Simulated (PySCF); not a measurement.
Computed shifts of a molecule CH3Cl2NSi2, PySCF with B3LYP/pcSseg-1, GIAO, gas phase, atoms alike by connectivity averaged where their shifts nearly agree, in ppm (number of nuclei): ²⁹Si: 34.2 (1), 4.6 (1). ¹⁵N: 585.7 (1). ¹³C: 219.6 (1). ¹H: 10.64 (1), 5.73 (2). References: ³⁵Cl against HCl (σ = 933.3 ppm); ²⁹Si against TMS (σ = 338.7 ppm); ¹⁵N against NH3 (σ = 265.5 ppm); ¹³C against TMS (σ = 181.3 ppm); ¹H against TMS (σ = 31.68 ppm), references at their B3LYP-D3(BJ)/def2-TZVP geometries, non-relativistic (without spin–orbit terms, shifts of atoms bonded to Cl or Br come out too high). Geometry optimised at B3LYP-D3(BJ)/def2-SVP. Other conformers were not sampled.

Task: Identify the compound among the candidates.
A) Cl[Si]1(Cl)C=N[SiH2]1
B) Cl[Si@H]1C=N[Si@@H]1Cl
C) Cl[Si]1(Cl)N=C[SiH2]1

Result: C, Cl[Si]1(Cl)N=C[SiH2]1
